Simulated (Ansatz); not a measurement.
Ansatz (an electronic-structure program) input (B3LYP-D3(BJ)/def2-TZVP):

Ansatz 0.2 input:
```yaml
crystal:
  periodic: [false, false, false]
  atoms:
    - {symbol: Au, position_ang: [0.03646428, -0.03590575, 0.02555565]}
    - {symbol: Cl, position_ang: [-0.32712188, 1.73879753, -1.54756107]}
    - {symbol: O, position_ang: [-0.06694322, -2.19972517, 2.06138289]}
    - {symbol: C, position_ang: [0.53598991, -1.52086713, 1.29976310]}
basis:
  gaussian:
    orbitals: def2-TZVP
hamiltonian:
  xc: b3lyp
  dispersion: d3bj
total_charge: -1
magnetization: {spin_polarized: true, initial_magnetization: 1}
phonons: {temperatures: {t_min: 298.15, t_max: 298.15, t_step: 100}}
```

Output:

```
Functional definition: B3LYP
integrals: 0.06 GiB planned
984 factors; their error is unknown
mean field: 0.72 GiB planned
mean field evaluation 1: about -19302.7166 eV, gradient 3.1e1 eV
mean field evaluation 2: about -19289.4431 eV, gradient 6.6e1 eV
mean field evaluation 4: about -19306.3050 eV, gradient 5.0e0 eV
mean field evaluation 8: about -19306.3883 eV, gradient 1.0e-1 eV
mean field evaluation 16: about -19306.4537 eV, gradient 5.0e-4 eV
mean field -19306.45367716 eV, -709.4990862511 hartree, gradient 4.5e-5 eV, S^2 0.754194; 1 other end points of the search recorded, 0 dependent functions left out
the calculation of the forces begins
reference -19306.45389965 eV, -709.4990944276 hartree; 26, 25 occupied and 113, 114 virtual orbitals, 984 factors
these checks for a lower state are left out or cut short: stability, starts, cluster_reference, orbital_swaps, neighbouring_geometries, increment
integrals: 0.06 GiB planned
984 factors; their error is unknown
mean field: 0.72 GiB planned
mean field -19306.45364181 eV, -709.4990849521 hartree, gradient 2.2e-6 eV, S^2 0.754186; 0 other end points of the search recorded, 0 dependent functions left out
the calculation of the forces begins
reference -19306.45386432 eV, -709.4990931292 hartree; 26, 25 occupied and 113, 114 virtual orbitals, 984 factors
these checks for a lower state are left out or cut short: stability, starts, cluster_reference, orbital_swaps, neighbouring_geometries, increment
integrals: 0.06 GiB planned
984 factors; their error is unknown
mean field: 0.72 GiB planned
mean field evaluation 32: about -19306.3892 eV, gradient 6.5e-1 eV
mean field -19306.45360334 eV, -709.4990835386 hartree, gradient 2.2e-6 eV, S^2 0.754203; 0 other end points of the search recorded, 0 dependent functions left out
the calculation of the forces begins
reference -19306.45382582 eV, -709.4990917145 hartree; 26, 25 occupied and 113, 114 virtual orbitals, 984 factors
these checks for a lower state are left out or cut short: stability, starts, cluster_reference, orbital_swaps, neighbouring_geometries, increment
integrals: 0.06 GiB planned
984 factors; their error is unknown
mean field: 0.72 GiB planned
mean field -19306.45367084 eV, -709.4990860192 hartree, gradient 1.8e-6 eV, S^2 0.754194; 0 other end points of the search recorded, 0 dependent functions left out
the calculation of the forces begins
reference -19306.45389337 eV, -709.4990941968 hartree; 26, 25 occupied and 113, 114 virtual orbitals, 984 factors
these checks for a lower state are left out or cut short: stability, starts, cluster_reference, orbital_swaps, neighbouring_geometries, increment
integrals: 0.06 GiB planned
984 factors; their error is unknown
mean field: 0.72 GiB planned
mean field -19306.45366756 eV, -709.4990858983 hartree, gradient 1.6e-6 eV, S^2 0.754194; 0 other end points of the search recorded, 0 dependent functions left out
the calculation of the forces begins
reference -19306.45389002 eV, -709.4990940737 hartree; 26, 25 occupied and 113, 114 virtual orbitals, 984 factors
these checks for a lower state are left out or cut short: stability, starts, cluster_reference, orbital_swaps, neighbouring_geometries, increment
integrals: 0.06 GiB planned
984 factors; their error is unknown
mean field: 0.72 GiB planned
mean field -19306.45369149 eV, -709.4990867780 hartree, gradient 2.2e-6 eV, S^2 0.754201; 0 other end points of the search recorded, 0 dependent functions left out
the calculation of the forces begins
reference -19306.45391399 eV, -709.4990949548 hartree; 26, 25 occupied and 113, 114 virtual orbitals, 984 factors
these checks for a lower state are left out or cut short: stability, starts, cluster_reference, orbital_swaps, neighbouring_geometries, increment
integrals: 0.06 GiB planned
984 factors; their error is unknown
mean field: 0.72 GiB planned
mean field evaluation 64: about -19306.4536 eV, gradient 1.6e-3 eV
mean field -19306.45361603 eV, -709.4990840049 hartree, gradient 2.2e-6 eV, S^2 0.754187; 0 other end points of the search recorded, 0 dependent functions left out
the calculation of the forces begins
reference -19306.45383852 eV, -709.4990921811 hartree; 26, 25 occupied and 113, 114 virtual orbitals, 984 factors
these checks for a lower state are left out or cut short: stability, starts, cluster_reference, orbital_swaps, neighbouring_geometries, increment
integrals: 0.06 GiB planned
984 factors; their error is unknown
mean field: 0.72 GiB planned
mean field -19306.45367118 eV, -709.4990860316 hartree, gradient 1.6e-6 eV, S^2 0.754194; 0 other end points of the search recorded, 0 dependent functions left out
the calculation of the forces begins
reference -19306.45389366 eV, -709.4990942074 hartree; 26, 25 occupied and 113, 114 virtual orbitals, 984 factors
these checks for a lower state are left out or cut short: stability, starts, cluster_reference, orbital_swaps, neighbouring_geometries, increment
integrals: 0.06 GiB planned
984 factors; their error is unknown
mean field: 0.72 GiB planned
mean field -19306.45368040 eV, -709.4990863704 hartree, gradient 1.6e-6 eV, S^2 0.754194; 0 other end points of the search recorded, 0 dependent functions left out
the calculation of the forces begins
reference -19306.45390291 eV, -709.4990945477 hartree; 26, 25 occupied and 113, 114 virtual orbitals, 984 factors
these checks for a lower state are left out or cut short: stability, starts, cluster_reference, orbital_swaps, neighbouring_geometries, increment
integrals: 0.06 GiB planned
984 factors; their error is unknown
mean field: 0.72 GiB planned
mean field -19306.45344589 eV, -709.4990777524 hartree, gradient 2.2e-6 eV, S^2 0.754189; 0 other end points of the search recorded, 0 dependent functions left out
the calculation of the forces begins
reference -19306.45366837 eV, -709.4990859285 hartree; 26, 25 occupied and 113, 114 virtual orbitals, 984 factors
these checks for a lower state are left out or cut short: stability, starts, cluster_reference, orbital_swaps, neighbouring_geometries, increment
integrals: 0.06 GiB planned
984 factors; their error is unknown
mean field: 0.72 GiB planned
mean field -19306.45351434 eV, -709.4990802678 hartree, gradient 2.2e-6 eV, S^2 0.754199; 0 other end points of the search recorded, 0 dependent functions left out
the calculation of the forces begins
reference -19306.45373685 eV, -709.4990884448 hartree; 26, 25 occupied and 113, 114 virtual orbitals, 984 factors
these checks for a lower state are left out or cut short: stability, starts, cluster_reference, orbital_swaps, neighbouring_geometries, increment
integrals: 0.06 GiB planned
984 factors; their error is unknown
mean field: 0.72 GiB planned
mean field evaluation 96: about -19306.3893 eV, gradient 1.7e-1 eV
mean field -19306.45364011 eV, -709.4990848896 hartree, gradient 2.1e-6 eV, S^2 0.754193; 0 other end points of the search recorded, 0 dependent functions left out
the calculation of the forces begins
reference -19306.45386258 eV, -709.4990930653 hartree; 26, 25 occupied and 113, 114 virtual orbitals, 984 factors
these checks for a lower state are left out or cut short: stability, starts, cluster_reference, orbital_swaps, neighbouring_geometries, increment
integrals: 0.06 GiB planned
984 factors; their error is unknown
mean field: 0.72 GiB planned
mean field -19306.45364196 eV, -709.4990849577 hartree, gradient 2.1e-6 eV, S^2 0.754196; 0 other end points of the search recorded, 0 dependent functions left out
the calculation of the forces begins
reference -19306.45386447 eV, -709.4990931350 hartree; 26, 25 occupied and 113, 114 virtual orbitals, 984 factors
these checks for a lower state are left out or cut short: stability, starts, cluster_reference, orbital_swaps, neighbouring_geometries, increment
integrals: 0.06 GiB planned
984 factors; their error is unknown
mean field: 0.72 GiB planned
mean field -19306.45344895 eV, -709.4990778648 hartree, gradient 2.3e-6 eV, S^2 0.754201; 0 other end points of the search recorded, 0 dependent functions left out
the calculation of the forces begins
reference -19306.45367143 eV, -709.4990860409 hartree; 26, 25 occupied and 113, 114 virtual orbitals, 984 factors
these checks for a lower state are left out or cut short: stability, starts, cluster_reference, orbital_swaps, neighbouring_geometries, increment
integrals: 0.06 GiB planned
984 factors; their error is unknown
mean field: 0.72 GiB planned
mean field -19306.45349458 eV, -709.4990795416 hartree, gradient 2.2e-6 eV, S^2 0.754187; 0 other end points of the search recorded, 0 dependent functions left out
the calculation of the forces begins
reference -19306.45371709 eV, -709.4990877185 hartree; 26, 25 occupied and 113, 114 virtual orbitals, 984 factors
these checks for a lower state are left out or cut short: stability, starts, cluster_reference, orbital_swaps, neighbouring_geometries, increment
integrals: 0.06 GiB planned
984 factors; their error is unknown
mean field: 0.72 GiB planned
mean field evaluation 128: about -19306.4536 eV, gradient 1.6e-3 eV
mean field -19306.45363688 eV, -709.4990847710 hartree, gradient 1.8e-6 eV, S^2 0.754196; 0 other end points of the search recorded, 0 dependent functions left out
the calculation of the forces begins
reference -19306.45385938 eV, -709.4990929479 hartree; 26, 25 occupied and 113, 114 virtual orbitals, 984 factors
these checks for a lower state are left out or cut short: stability, starts, cluster_reference, orbital_swaps, neighbouring_geometries, increment
integrals: 0.06 GiB planned
984 factors; their error is unknown
mean field: 0.72 GiB planned
mean field -19306.45362913 eV, -709.4990844864 hartree, gradient 1.8e-6 eV, S^2 0.754192; 0 other end points of the search recorded, 0 dependent functions left out
the calculation of the forces begins
reference -19306.45385162 eV, -709.4990926625 hartree; 26, 25 occupied and 113, 114 virtual orbitals, 984 factors
Total energy: -19306.63294714 eV, -709.5056743015 hartree
Atom 0 at     0.036464    -0.035906     0.025556 Å, force     0.000027     0.000068    -0.000069 eV/Å
Atom 1 at    -0.327122     1.738798    -1.547561 Å, force    -0.000026    -0.000009     0.000014 eV/Å
Atom 2 at    -0.066943    -2.199725     2.061383 Å, force    -0.000209    -0.000205     0.000236 eV/Å
Atom 3 at     0.535990    -1.520867     1.299763 Å, force     0.000208     0.000147    -0.000181 eV/Å
Dipole moment:     0.088361    -0.131301     0.103144 e Å
Vibrations: 74.56 88.85 260.12 308.15 462.37 1816.13 cm⁻¹, zero-point energy 0.186608 eV
```

The spin state was set by rule; other spins were not relaxed.
